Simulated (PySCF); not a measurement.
Species: (F)2Ti(OSiH2)2O (singlet state).
Structure used (PBE0-D3(BJ)/def2-SVP), in Å, numbered top down from 1:
```xyz
12
F2H4O3Si2Ti angstrom
Ti     0.2415   -1.6074    0.8876
F     -0.2207   -1.8495    2.5498
F      0.9204   -3.0620    0.2101
O      1.3606   -0.2374    0.7375
Si     1.2912    1.2682    0.0010
O     -0.1913    1.3635   -0.7399
Si    -1.5050    0.3631   -0.9076
O     -1.1422   -1.0439   -0.0698
H      1.3990    2.3242    1.0380
H      2.3665    1.3612   -1.0172
H     -2.6983    0.9995   -0.2972
H     -1.7063    0.0376   -2.3413
```

The computed photoelectron lines, unassigned: O 1s: 538.15 (area 2), 538.51 (area 1) eV; F 1s: 691.59 eV; Si 1s: 1848.61 eV; Si 2p3/2: 108.53 eV; Ti 2p3/2: 464.56 eV.

Method used: delta-SCF UKS SCAN, pcX-2 on the ionised atom (unc-x2c-TZVPall on a metal), pcseg-1 elsewhere, spin-free X2C (PySCF 2.14.0). Isolated species at its PBE0-D3(BJ)/def2-SVP geometry, gas phase. Metal 2p energies of this one-determinant scheme are less reliable than its 1s energies.

(1) Order the oxygen atoms by O 1s binding energy.

Results:

(1) 538.15 eV: O4/O8 (oxygen bonded to Si and Ti); 538.51 eV: O6 (oxygen bonded to 2 Si). Lowest listed O 1s: O4/O8, bonded to Si and Ti. Highest, 0.36 eV above it: O6, bonded to 2 Si.

Bonded neighbours of each site: Ti1: 2 F and 2 O; F2/F3: Ti; O4/O8: Si and Ti; Si5/Si7: 2 O and 2 H; O6: 2 Si.

Q: Which effective nuclear charge Zeff reproduces each element's mean 1s value in the hydrogen-like formula E = 13.606 eV × Zeff²?

A: O (Z = 8): mean 538.3 eV, Zeff = 6.29, Z − Zeff = 1.71; F (Z = 9): mean 691.6 eV, Zeff = 7.13, Z − Zeff = 1.87; Si (Z = 14): mean 1848.6 eV, Zeff = 11.66, Z − Zeff = 2.34. Means run over the listed sites, weighted by atom count.

One atom of each set of topologically equivalent atoms was ionised and stands for the set; in this conformer not all members are related by symmetry, and their own values weren't computed. The 2p values aren't plain energy differences: one relaxed spin-free 2p hole is combined with a matrix within the shell (ground-state 2p orbital-energy differences and spin–orbit coupling). 2p3/2, the mean of its two sublevels, lies a third of the splitting below the shell's mean and 2p1/2 two thirds above it; the statistical areas are 2:1. 2p1/2 minus 2p3/2 (ligand field included): Ti 5.72 eV, Si 0.63 eV. Satellites of the metal's 2p lines aren't described.

The run took 71 s on one thread of an Arm Neoverse V2, shared host with 96 logical CPUs at a one-minute load of 57, and the process peaked at 0.74 GiB of memory.
